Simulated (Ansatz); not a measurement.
F2GeH2N, SMILES `[NH2][Ge]([F])[F]` radical, 6 atoms. Total charge 0; spin multiplicity 2. Correlated methods include outer-core shells of Ge, which these sets cover unevenly. Scalar relativity is left out up to krypton. All runs use 4 threads of a server CPU on a shared host. Correlated methods freeze the cores. Open-shell runs search over several starts.

(1) Give the basis size and wall time and peak host memory of each of these runs in Ansatz. UKS ωB97M-V/def2-QZVPP energy; UKS ωB97M-V/def2-SVP energy; direct RPA on PBE orbitals/def2-TZVPP energy; UHF-CCSD(T)/def2-SVP energy; UHF-MP2/def2-QZVPP energy; UKS PBE0-D4/def2-TZVP relaxation (7 steps); UKS PBE0-D4/def2-TZVP frequencies; UKS PBE0-D4/def2-QZVPP energy; UHF-CCSD(T)/def2-TZVPP energy; UKS BLYP-D4/def2-TZVPP energy; UKS HSE06-D4/def2-TZVPP energy; UKS ωB97M-V/def2-TZVPP energy and forces. (Estimate.)

Results:

(1) The calculation gave: Other jobs shared the machine, so times are rough.

| level | job | functions | wall time | peak host memory (GiB) |
| --- | --- | --- | --- | --- |
| UKS BLYP-D4/def2-TZVPP | energy | 169 | 1.4 s | 0.23 |
| UKS HSE06-D4/def2-TZVPP | energy | 169 | 2.4 s | 0.53 |
| UKS ωB97M-V/def2-SVP | energy | 84 | 3.4 s | 0.4 |
| direct RPA on PBE orbitals/def2-TZVPP | energy | 169 | 3.6 s | 0.47 |
| UKS PBE0-D4/def2-QZVPP | energy | 320 | 5.5 s | 1.1 |
| UHF-CCSD(T)/def2-SVP | energy | 84 | 6.5 s | 0.6 |
| UKS ωB97M-V/def2-TZVPP | energy and forces | 169 | 7 s | 0.7 |
| UHF-MP2/def2-QZVPP | energy | 320 | 9.5 s | 1.3 |
| UKS ωB97M-V/def2-QZVPP | energy | 320 | 12 s | 1.4 |
| UKS PBE0-D4/def2-TZVP | relaxation (7 steps) | 153 | 17 s | 0.48 |
| UKS PBE0-D4/def2-TZVP | frequencies | 153 | 46 s | 0.47 |
| UHF-CCSD(T)/def2-TZVPP | energy | 169 | 90 s | 4.2 |

HSE06 is defined as in plane-wave codes.
